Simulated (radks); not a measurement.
Results of a calculation; reference values are marked as such.
Q: Ionisation of In+, [Kr] 4d10 5s2, to In2+, [Kr] 4d10 5s1, under several functionals. Scalar-relativistic Kohn-Sham, spin-polarised, spherical densities, point nucleus; open shells are filled with parallel spins first (spin-orbit coupling, left out, can overturn this in heavy ions); a radial shooting solver on a logarithmic mesh with Libxc functionals. The NIST Atomic Spectra Database gives 18.870 eV (measured). Rank these functionals by the error of their Delta-SCF ionisation energy: BP86; HCTH/407; RPBE; XLYP; OLYP; PBE; BLYP; exchange-only B88; AM05.

A: From best to worst: RPBE 18.816 eV (-0.054); AM05 18.936 eV (+0.065); PBE 18.980 eV (+0.109); OLYP 18.634 eV (-0.236); BLYP 19.116 eV (+0.246); HCTH/407 19.139 eV (+0.268); BP86 19.146 eV (+0.275); XLYP 19.168 eV (+0.297); exchange-only B88 18.105 eV (-0.765).
